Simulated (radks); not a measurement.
Task: The mean radii <r> (bohr) of the occupied orbitals of an atom or ion are listed with their occupations. Method: scalar-relativistic Kohn-Sham, PBE, spin-polarised, spherical densities, finite nucleus; Fermi nuclear charge, rms radius of each element as measured or else 0.836 A^(1/3) + 0.57 fm; computed with a radial shooting solver on a logarithmic mesh with Libxc functionals.

orbital  occ.      <r>
1s up       1  0.05019
1s down     1  0.05011
2s up       1   0.2138
2s down     1   0.2152
2p up       3   0.1844

Name the element and its charge. Open shells, if any, are filled with parallel spins first.

Result: Z = 30, zinc, charge +23: Zn23+ in [He] 2s2 2p3. The 1s radius gives Z: for a bare nucleus <r> = (2 gamma + 1)/(2Z) with gamma = sqrt(1 - (Z/c)^2), 0.04919 bohr for Z = 30, and screening makes it slightly larger (0.05019 here). The occupations add up to 7, and the charge is Z minus that.
